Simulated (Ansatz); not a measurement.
HClGeO, SMILES `[OH][Ge][Cl]` (lower singlet; H–O–Ge–Cl torsion 180°) (charge 0, multiplicity 1). This singlet lies 2.77 eV below the relaxed triplet at the level frozen-core CCSD(T)/cc-pVTZ // B3LYP-D3(BJ)/def2-TZVP (Ansatz, a first-principles code).

Method: Ansatz with frozen-core fic-MRCISD+Q@CASSCF(2e,2o)/cc-pVTZ // B3LYP-D3(BJ)/def2-TZVP.

Ansatz 0.2 input:
```yaml
crystal:
  periodic: [false, false, false]
  atoms:
    - { symbol: O, position_ang: [-0.83152, -0.400945, 0.022161] }
    - { symbol: Ge, position_ang: [0.405572, 0.898837, -0.052235] }
    - { symbol: Cl, position_ang: [2.162232, -0.432788, 0.031031] }
    - { symbol: H, position_ang: [-1.736284, -0.065103, -0.000958] }
basis:
  gaussian: { orbitals: cc-pVTZ }
correlation:
  method: fic_mrcisd_q
  active_space: { window: { electrons: 2, orbitals: 2 } }
```

Output:

```
Functional definition: HF
751 factors; integrals over basis functions are off by at most 8.8e-4 eV
mean field evaluation 1: about -71031.3732 eV, gradient 3.9e1 eV
mean field evaluation 2: about -71031.4558 eV, gradient 3.9e1 eV
mean field evaluation 4: about -71034.5455 eV, gradient 2.6e0 eV
mean field evaluation 8: about -71034.5857 eV, gradient 2.8e-1 eV
mean field evaluation 16: about -71034.5864 eV, gradient 2.7e-6 eV
mean field -71034.58644425 eV, -2610.4729028540 hartree, gradient 2.7e-6 eV, S^2 0.000000; 0 other end points of the search recorded, 0 dependent functions left out
reference -71034.58644425 eV, -2610.4729028540 hartree; 29, 29 occupied and 92, 92 virtual orbitals, 751 factors
state -71035.14887949 eV, -2610.4935719680 hartree
contracted CI cycle   1: correlation 0.00000000 eV, 0.0000000000 hartree, residual 4.41e1 eV
contracted CI cycle   2: correlation -13.79134692 eV, -0.5068226514 hartree, residual 7.14e0 eV
contracted CI cycle   3: correlation -14.20510725 eV, -0.5220280627 hartree, residual 1.43e0 eV
contracted CI cycle   4: correlation -14.22465363 eV, -0.5227463789 hartree, residual 3.53e-1 eV
contracted CI cycle   5: correlation -14.22600895 eV, -0.5227961863 hartree, residual 1.07e-1 eV
contracted CI cycle   6: correlation -14.22613616 eV, -0.5228008610 hartree, residual 3.49e-2 eV
contracted CI cycle   7: correlation -14.22614991 eV, -0.5228013663 hartree, residual 1.15e-2 eV
contracted CI cycle   8: correlation -14.22615119 eV, -0.5228014135 hartree, residual 3.65e-3 eV
contracted CI cycle   9: correlation -14.22615132 eV, -0.5228014183 hartree, residual 1.19e-3 eV
state -71035.14887949 eV, -2610.4935719680 hartree; corrected -71051.43846326 eV, -2611.0922031299 hartree
state -71035.04260466 eV, -2610.4896664401 hartree
contracted CI cycle   1: correlation 0.00000000 eV, 0.0000000000 hartree, residual 4.46e1 eV
contracted CI cycle   2: correlation -13.98126221 eV, -0.5138019095 hartree, residual 6.35e0 eV
contracted CI cycle   3: correlation -14.34031214 eV, -0.5269967508 hartree, residual 1.21e0 eV
contracted CI cycle   4: correlation -14.35616558 eV, -0.5275793541 hartree, residual 3.25e-1 eV
contracted CI cycle   5: correlation -14.35758734 eV, -0.5276316028 hartree, residual 1.06e-1 eV
contracted CI cycle   6: correlation -14.35771895 eV, -0.5276364394 hartree, residual 3.08e-2 eV
contracted CI cycle   7: correlation -14.35773068 eV, -0.5276368704 hartree, residual 9.60e-3 eV
contracted CI cycle   8: correlation -14.35773169 eV, -0.5276369077 hartree, residual 2.78e-3 eV
contracted CI cycle   9: correlation -14.35773178 eV, -0.5276369111 hartree, residual 7.71e-4 eV
state -71035.04260466 eV, -2610.4896664401 hartree; corrected -71051.43638181 eV, -2611.0921266381 hartree
state -71035.14887949 eV, -2610.4935719680 hartree; corrected -71051.43846326 eV, -2611.0922031299 hartree
2 active orbitals were swapped for others, from the solution at -71035.04230128 eV, -2610.4896552910 hartree to that at -71035.14887342 eV, -2610.4935717449 hartree; typed "places" are swapped only where nearly empty or full, and so, without "given_window_search", are "orbital_numbers", "shells" and a window whose orbitals a file names under [Active]
Total energy: -71051.43846326 eV, -2611.0922031299 hartree
```
